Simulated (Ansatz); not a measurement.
Mulliken charges of Cl3H3OSi2, SMILES `O[SiH](Cl)[SiH](Cl)Cl` from PBE/def2-TZVPP in Ansatz (PBE0-D4/def2-TZVP geometry).

| atom | x (Å) | y (Å) | z (Å) | charge (e) |
| --- | --- | --- | --- | --- |
| O1 | 0.086 | -2.080 | -0.065 | -0.328 |
| Si2 | 0.095 | -0.655 | -0.866 | 0.445 |
| Cl3 | 1.967 | -0.175 | -1.559 | -0.200 |
| Si4 | -0.498 | 1.072 | 0.607 | 0.379 |
| Cl5 | -0.075 | 2.906 | -0.193 | -0.185 |
| Cl6 | 0.647 | 0.756 | 2.289 | -0.206 |
| H7 | 0.587 | -2.137 | 0.753 | 0.197 |
| H8 | -0.808 | -0.824 | -2.023 | -0.055 |
| H9 | -1.914 | 1.090 | 1.041 | -0.048 |

Question: By hand: the dipole of these point charges (1 e Å = 4.8032 D).

Answer: Σ q r = (-0.436, -0.289, -0.048) e Å, of length 0.525 e Å = 2.52 D.

Question: How does the dipole of the full density compare? (An estimate is asked.)

Answer: Computed: (-0.165, -0.156, 0.122) e Å, 1.24 D; the point charges give 2.03 times that, at 35° from its direction.

Point charges leave out the atoms' own dipoles, such as those of lone pairs, and Mulliken's split depends on the basis, so the two needn't agree.
